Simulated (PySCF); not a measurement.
C2H11GeNSi.
Geometry (PBE0-D3(BJ)/def2-SVP, Å), atoms numbered from 1 in this order:
```xyz
16
C2H11GeNSi angstrom
C     -2.1682    0.9098   -1.0236
Si    -0.9922   -0.0366    0.0915
C     -1.2251   -1.8898   -0.0845
N      0.6525    0.3421   -0.3445
Ge     2.1198   -0.7605   -0.2918
H     -3.2180    0.7167   -0.7514
H     -2.0213    0.6154   -2.0748
H     -2.0014    1.9964   -0.9497
H     -1.3035    0.3424    1.5139
H     -2.2629   -2.1643    0.1621
H     -0.5665   -2.4565    0.5928
H     -1.0221   -2.2170   -1.1165
H      0.8846    1.3238   -0.4599
H      1.9961   -1.8727   -1.3527
H      2.2810   -1.4263    1.0929
H      3.3499    0.1158   -0.5918
```

Computed with TDDFT PBE0/def2-SVPD, vertical, gas phase, core orbitals frozen in the response (PySCF 2.14.0, density-fitted response routines). The PBE0/def2-SVPD calculation is non-relativistic and has no spin–orbit coupling, an omission that weighs most on germanium.

Kohn–Sham orbitals with the atoms that hold most of them (Löwdin shares over 4%, at most four atoms; ? is withheld):

```
orbital  ε (eV)                               atoms
 HOMO-3   -9.31    Ge5 33%, H16 30%, N4 12%, H14 7%
 HOMO-2   -8.92      Si2 23%, H9 18%, C1 15%, C3 8%
 HOMO-1   -8.67                                   ?
   HOMO   -6.99                                   ?
   LUMO       ?   Ge5 31%, Si2 12%, H13 11%, H16 8%
 LUMO+1    0.45  Ge5 36%, H14 13%, H15 12%, H16 11%
 LUMO+2    1.02    C1 17%, Si2 13%, Ge5 11%, H6 10%
```

Question: Which atoms hold the HOMO, and with what shares?

Answer: N4 (bonded to Ge, Si and H) 54%; Si2 (bonded to 2 C, N and H) 11%; Ge5 (bonded to N and 3 H) 9%; H9 (bonded to Si) 8%.

Question: Give the leading atoms of the HOMO-1.

Answer: C3 (bonded to Si and 3 H) 29%; C1 (bonded to Si and 3 H) 22%; Si2 (bonded to 2 C, N and H) 21%; N4 (bonded to Ge, Si and H) 5%. By element: carbon 51%, silicon 21%, nitrogen 5%.

Question: What is the LUMO energy, and the HOMO–LUMO gap?

Answer: ε(LUMO) = 0.23 eV; the gap is 7.22 eV (0.2654 hartree).

Question: How does S1 compare with the orbital gap of 7.22 eV?

Answer: S1 is at 5.92 eV (f = 0.0071), 1.31 eV below the gap, made of HOMO→LUMO (90%). Without the coupling terms of the response equations the lowest excitation would equal the gap.

Question: One configuration dominates each of S1 and S2. Which, and how do the shares of the two leading atoms of either orbital change from the occupied to the empty one?

Answer: 
- S1 (5.92 eV, f 0.0071), HOMO→LUMO (90%): N4 54% → at most 9%, Si2 11% → 12%, Ge5 9% → 31%
- S2 (6.33 eV, f 0.022), HOMO→LUMO+1 (90%): N4 54% → at most 11%, Si2 11% → at most 11%, Ge5 9% → 36%, H14 at most 8% → 13%

Time: 38 s. Hardware: one thread, Arm Neoverse V1 (shared host).

One conformer stands for the species.
